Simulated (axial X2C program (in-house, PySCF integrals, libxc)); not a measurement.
**Outer orbitals of MoCl at 2.296 Å, PBE0**

Computed with an in-house all-electron X2C program for linear molecules (integrals from PySCF). Spin-free means the one-electron spin-free X2C Hamiltonian; two-component (2c) means X2C with spin–orbit coupling and atomic mean-field two-electron Coulomb and Gaunt terms, so the difference of the two also holds small scalar two-electron terms. Basis: Mo dyall-cv3z [11s12p9d5f3g], Cl dyall-av3z [9s8p3d2f] (cores contracted in-house); Gaussian nuclei, density fitting, unrestricted open shells. Masses: Mo 97.905 u, Cl 34.969 u.

The distance is close to the 2c PBE0 minimum; the highest filled and lowest empty levels are listed.

Spin-free orbitals, state M_S = 5/2, Λ = 0 (beyond evenly filled blocks: σα, π+α, π-α, δ+α, δ-α) (Löwdin shares):

```csv
symmetry,occupied,ε (eV),atomic character
σα,yes,-21.58,"76% Cl s, 8% Mo d, 7% Mo p"
σβ,yes,-21.54,"76% Cl s, 8% Mo d, 7% Mo p"
σα,yes,-9.79,"72% Cl p, 20% Mo d, 3% Mo s"
σβ,yes,-9.52,"81% Cl p, 10% Mo d, 3% Mo s"
π+α,yes,-9.03,"66% Cl p, 28% Mo d, 3% Mo f"
π-α,yes,-9.03,"66% Cl p, 28% Mo d, 3% Mo f"
π+β,yes,-8.48,"83% Cl p, 9% Mo d, 4% Mo f"
π-β,yes,-8.48,"83% Cl p, 9% Mo d, 4% Mo f"
δ+α,yes,-6.79,99% Mo d
δ-α,yes,-6.79,99% Mo d
π+α,yes,-6.24,"69% Mo d, 21% Cl p, 4% Mo p"
π-α,yes,-6.24,"69% Mo d, 21% Cl p, 4% Mo p"
σα,yes,-6.11,"43% Mo d, 42% Mo s, 11% Cl p"
σα,no,-2.64,"36% Mo p, 26% Mo s, 25% Mo d"
σβ,no,-1.69,"67% Mo s, 14% Mo d, 7% Mo p"
σβ,no,-0.83,"55% Mo d, 32% Mo p, 6% Cl p"
π+α,no,-0.72,"84% Mo p, 5% Mo d, 5% Cl p"
π-α,no,-0.72,"84% Mo p, 5% Mo d, 5% Cl p"
π-β,no,-0.72,"83% Mo d, 6% Mo p, 5% Cl d"
π+β,no,-0.72,"83% Mo d, 6% Mo p, 5% Cl d"
```

Spinors with spin–orbit coupling (state Ω = 5/2):

```
   ω  occupied  ε (eV)              atomic character    λ mixture
 1/2       yes  -21.58    76% Cl s, 8% Mo d, 7% Mo p       100% σ
-1/2       yes  -21.54    76% Cl s, 8% Mo d, 7% Mo p       100% σ
 1/2       yes   -9.79   72% Cl p, 20% Mo d, 3% Mo s       100% σ
-1/2       yes   -9.52   81% Cl p, 10% Mo d, 3% Mo s       100% σ
-1/2       yes   -9.07   66% Cl p, 28% Mo d, 3% Mo f       100% π
 3/2       yes   -8.99   66% Cl p, 28% Mo d, 3% Mo f       100% π
 1/2       yes   -8.51    83% Cl p, 9% Mo d, 4% Mo f       100% π
-3/2       yes   -8.44    83% Cl p, 9% Mo d, 4% Mo f       100% π
-3/2       yes   -6.88                      99% Mo d       100% δ
 5/2       yes   -6.71                      99% Mo d       100% δ
-1/2       yes   -6.29   69% Mo d, 21% Cl p, 4% Mo p       100% π
 3/2       yes   -6.20   69% Mo d, 21% Cl p, 4% Mo p       100% π
 1/2       yes   -6.11  43% Mo d, 42% Mo s, 11% Cl p       100% σ
 1/2        no   -2.64  36% Mo p, 26% Mo s, 25% Mo d       100% σ
-1/2        no   -1.69   67% Mo s, 14% Mo d, 7% Mo p       100% σ
-1/2        no   -0.83   52% Mo d, 35% Mo p, 6% Cl p  94% σ, 6% π
 1/2        no   -0.75    83% Mo d, 6% Mo p, 4% Cl d       100% π
-1/2        no   -0.74    81% Mo p, 8% Mo d, 5% Cl p  95% π, 5% σ
```

Mulliken charges and populations of the two-component result (they depend on the basis, above all on diffuse functions):

Mo 0.37 e (s 8.64 p 18.14 d 14.80 f 0.04 g 0.01), Cl -0.37 e (s 5.93 p 11.40 d 0.04 f 0.01). ⟨Lz⟩ = 0.00 ħ and ⟨Sz⟩ = 2.50 ħ (2.49 and 0.00 on the two atoms), which add up to Ω.

The state is one determinant whose occupation by symmetry is held fixed; it was picked as the lowest of a PBE0 search that is not exhaustive. Density functionals use the spin component along the axis (collinear). With several unpaired electrons one determinant need not be a pure state. This is the top spin component of a Σ state; components of lower Ω are not single determinants and can lie lower.
